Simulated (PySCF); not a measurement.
**Excitation energy of Ca by level of theory**

Ca [Ar] 4s2 (1S) → Ca [Ar] 4s1 4p1 (3P), as a difference of total energies. Computed with PySCF 2.14 in aug-cc-pVDZ-X2C (6s5p3d, 36 functions), with scalar relativity by spin-free X2C-1e. Correlated levels: valence: [Ar] frozen. The calculations carry no spin-orbit coupling.

```json
{"method": "UHF", "excitation energy (cm⁻¹)": "8353.4"}
{"method": "LDA", "excitation energy (cm⁻¹)": "15812"}
{"method": "PBE", "excitation energy (cm⁻¹)": "14505"}
{"method": "PBE0", "excitation energy (cm⁻¹)": "13733"}
{"method": "r2SCAN", "excitation energy (cm⁻¹)": "12465"}
{"method": "B3LYP", "excitation energy (cm⁻¹)": "15667"}
{"method": "revPBE", "excitation energy (cm⁻¹)": "13939"}
{"method": "wB97M-V", "excitation energy (cm⁻¹)": "17450"}
{"method": "MP2 (valence)", "excitation energy (cm⁻¹)": "11904"}
{"method": "SCS-MP2 (valence)", "excitation energy (cm⁻¹)": "12875"}
```

Errors of the correlated levels include the incompleteness of this basis and the frozen core.

For comparison: 15263 cm⁻¹ (measured; NIST levels, between the centres of gravity of the two terms).
